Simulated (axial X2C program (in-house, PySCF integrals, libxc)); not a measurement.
# Nuclear properties of RuGe

Calculated with an axial X2C code built on PySCF integrals: two-component X2C with atomic mean-field Coulomb and Gaunt terms, Gaussian nuclei, basis Ru dyall-cv3z, Ge dyall-cv3z with contracted cores.

R = 2.196 Å (near the PBE0 minimum at charge 0 of the determinant lowest at the starting distance; the state shown can have its own minimum elsewhere).

Input and command:
```json
{"zs": [44, 32], "q": 0, "bas": ["dyall-cv3z", "dyall-cv3z"], "r0": 2.46, "levels": ["PBE0", "HF", "r2SCAN", "TPSSh", "PBE50"], "nst": 3}
```
```bash
python soeom.py task.json out
```

Keys: zs atomic numbers; q charge; bas basis sets; r0 starting distance in Å; levels methods; nst determinants followed.

Determinant lowest in the PBE0 search, Ω = 3 (⟨Sz⟩ = 1.00, ⟨Lz⟩ = 2.00 at PBE0), spin on the atoms Ru 1.29, Ge -0.29:

| level | Eeff magnitude (GV/cm) | Ws magnitude Ru (kHz) | Ws magnitude Ge (kHz) | A∥/gI Ru (MHz) | qzz Ru (a.u.) | A∥/gI Ge (MHz) | qzz Ge (a.u.) | μ (D) |
| --- | --- | --- | --- | --- | --- | --- | --- | --- |
| PBE0 | 1.22 | 0.0759 | 0.0627 | 904 | 0.79 | 37.9 | -3.60 | -1.13 |
| HF | 6.45 | 1.19 | 0.0192 | 695 | 1.28 | 73.1 | -1.88 | -0.99 |
| r2SCAN | 1.1 | 0.0425 | 0.076 | 983 | 0.67 | 66.6 | -3.27 | -1.14 |
| TPSSh | 1.21 | 0.0868 | 0.06 | 925 | 0.64 | 33.1 | -3.46 | -1.13 |
| PBE50 | 0.905 | 0.0233 | 0.0719 | 864 | 1.18 | 32.9 | -3.65 | -1.70 |

Eeff is the effective electric field on the electron electric dipole moment in this Ω state and Ws the scalar–pseudoscalar constant of the nucleus named (defined with the proton number Z and per Ω); A∥ (defined per Ω) follows by multiplying with gI = μI/(I μN); qzz is the electric field gradient, eQq0 = 234.96 MHz × Q/barn × qzz; μ is positive if the Ge end (last atom) is positive. The operators were transformed with the bare-nucleus X2C matrices; with these basis sets, hyperfine constants and field gradients can be off by tens of per cent, and where levels differ in sign neither size nor sign is settled.

(1) With gI(101Ru) = -0.2880, Q(101Ru) = 0.457 barn, Q(73Ge) = -0.196 barn (g factors from the IAEA table of nuclear moments by Stone; Q from Pyykkö, Mol. Phys. 2018), turn the PBE0 values of the first state into constants in MHz.

Each state is one determinant with collinear spin, which with several unpaired electrons need not be a pure state. Unrestricted Hartree–Fock can overshoot spin polarisation at the nuclei. In the state Ω = 3 the sign of Eeff differs between levels (HF against PBE0). With several open shells hyperfine constants can be off by a factor of several. Where Eeff spreads by more than a factor of two the levels disagree and none is to be relied on. Open-shell Ω = 0 determinants with evenly filled partner blocks cannot be reached by this program, so the Ω shown need not be the lowest component. States lie within half an eV, so the first need not be the ground state. The sign of Ws at Ru differs between levels in the first state. The sign of Ws at Ge differs between levels in the first state. Further determinants of the search, some of them spin-mixed, are not shown. Where a field gradient or hyperfine factor spreads by more than a factor of two over the levels, a constant derived from it is not to be relied on.

Answers

(1) A∥(101Ru) = 904 × -0.2880 = -260 MHz; eQq0(101Ru) = 234.96 × (0.457) × (0.79) = 84.8 MHz; eQq0(73Ge) = 234.96 × (-0.196) × (-3.60) = 166 MHz.
